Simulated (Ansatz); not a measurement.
The same path of BrH3OSSiSn (8 atoms, charge 0, multiplicity 1) was run twice with different band settings. Lost on the way: Si4–H7. Made: O3–H7.

Theory: Ansatz, RKS LDA/def2-SVP.

Relaxed end points:

```xyz
8
Properties=species:S:1:pos:R:3
Br -2.420 2.248 0.153
Sn -0.848 0.655 -0.894
O -0.627 -0.976 0.271
Si 0.966 -0.787 0.743
S 1.478 1.022 -0.386
H -1.414 0.277 -2.467
H 1.835 -1.935 0.303
H 1.122 -0.562 2.222
```

```xyz
8
Properties=species:S:1:pos:R:3
Br -2.255 1.167 0.753
Sn -0.485 0.682 -0.945
O 0.121 -1.159 -0.080
Si 1.745 -0.635 0.791
S 1.791 1.156 -0.573
H -1.212 0.296 -2.471
H -0.529 -1.570 0.533
H 0.916 0.005 1.936
```

Common settings: climbing image yes; spring 5.0 eV/Å²; optimiser quadratic models (default); start path through a guess of the saddle point; force threshold 0.05 eV/Å; iteration limit 60; end points relaxed.

| run | movable images |
| --- | --- |
| 1 | 7 |
| 2 | 2 |

Q: What does each run give, and how far can it be trusted?

A: Run 1: converged after 15 iterations, highest image 2.492 eV above the first end. Beside the main top the profile has a ripple of under 15 meV (maxima at images 3, 7), which may be a very shallow well or noise. Neighbouring images differ by up to 1.5 eV, so the band resolves the path poorly. A vibrational analysis at the climbing image gives one clearly imaginary mode, 1333i cm⁻¹: a first-order saddle point.
Run 2: converged after 16 iterations, highest image 2.492 eV above the first end. Neighbouring images differ by up to 2.5 eV, so the band resolves the path poorly. Another band between the same ends (7 images) ends at a top of the same energy, where a vibrational analysis finds 1 clearly imaginary mode. So few images can step over the top or miss a turn of the path.
The orbitals stay closed-shell, which can raise the energy where a bond breaks towards radicals; this wasn't checked here.
